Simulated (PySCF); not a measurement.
Species: C₄H₁₃FN₂Si₂.
Numbering: `[F:1][C@@H:2]1[CH2:3][N:4]([SiH3:5])[CH2:6][C@@H:7]1[NH:8][SiH3:9]`

Cartesian coordinates in Å at the GFN2-xTB level; atoms count from 1:
```xyz
22
C4H13FN2Si2 angstrom
F      0.1469    1.6946   -0.9319
C     -0.0622    0.4069   -1.3808
C     -1.5473    0.0534   -1.2476
N     -1.6691   -0.5708    0.0476
Si    -2.2365    0.3379    1.3998
C     -0.5120   -1.4303    0.1310
C      0.6637   -0.6120   -0.4519
N      1.4455   -0.0043    0.5802
Si     3.0509    0.5624    0.3171
H      0.3039    0.3881   -2.4111
H     -1.8184   -0.6657   -2.0312
H     -2.1792    0.9349   -1.3324
H     -2.2554   -0.6355    2.4890
H     -1.4422    1.5089    1.8059
H     -3.5651    0.7841    0.9831
H     -0.3140   -1.7415    1.1539
H     -0.6832   -2.3207   -0.4874
H      1.3315   -1.2428   -1.0438
H      0.8641    0.5434    1.1989
H      3.7697   -0.6043   -0.2034
H      3.4905    0.9644    1.6498
H      3.2073    1.6682   -0.6363
```

NICS is the negative of the GIAO shielding at a point without a nucleus: at the ring centre (0) and 1 Å above and below it (1); zz is the component along the ring normal. Level: GIAO PBE0/pcSseg-1 (PySCF, non-relativistic, gas phase) on the GFN2-xTB geometry, one conformer.

Ring bond lengths (Å), with Mayer bond orders in brackets: C2–C3 1.532 (1.01), C3–N4 1.443 (0.96), N4–C6 1.444 (0.96), C6–C7 1.547 (0.99), C7–C2 1.558 (0.93).

Problem. Give the NICS values of each ring in ppm.

Solution. 
```csv
ring,type,NICS(0),"NICS(1), two faces","NICS(1)zz, two faces",rms pucker (Å),"centre to ring atoms, mean (Å)"
C2–C3–N4–C6–C7,5-membered ring with N; formal bonds all single,-5.1,-4.6 / -3.6,-7.3 / -1.9,0.18,1.26
```

Problem. What do they say, and how far can they be read as aromaticity?

Solution. 
- C2–C3–N4–C6–C7: mean NICS(1)zz -4.6 ppm, shielded. C2, C3, C6, C7 have four or more neighbours, so the value isn't read as a sign of a π ring current. The two faces differ by 5.4 ppm, so no symmetry operation interchanges them.

Problem. At the first NICS(1) probe listed for ring C2–C3–N4–C6–C7, 1 Å off the ring, what do the in-plane components average?

Solution. The isotropic value is a third of the trace: (3 × -4.6 − (-7.3))/2 = -3.2 ppm.

Problem. Give the inner angles of the rings and the Hirshfeld charges of the ring atoms.

Solution. 
- C2–C3–N4–C6–C7: C2 104.4° (+0.053 e), C3 105.0° (-0.036 e), N4 104.0° (-0.183 e), C6 105.8° (-0.031 e), C7 102.5° (+0.007 e); sum 521.8° against 540° for a flat convex ring.

Problem. How shielded are the nuclei of the rings and their hydrogens (means over atoms taken as equivalent)?

Solution. 
| atoms | environment | σ isotropic (ppm) |
| --- | --- | --- |
| C2 | sp3 C–F carbon | 89.9 |
| C3 | sp3 carbon bound to nitrogen | 125.1 |
| N4 | silicon-bound nitrogen | 233.5 |
| C6 | sp3 carbon bound to nitrogen | 121.1 |
| C7 | sp3 carbon bound to nitrogen | 124.2 |
| H10 | methine hydrogen | 26.87 |
| H11 | methylene hydrogen | 28.82 |
| H12 | methylene hydrogen | 28.26 |
| H16 | methylene hydrogen | 28.73 |
| H17 | methylene hydrogen | 28.50 |
| H18 | methine hydrogen | 28.55 |
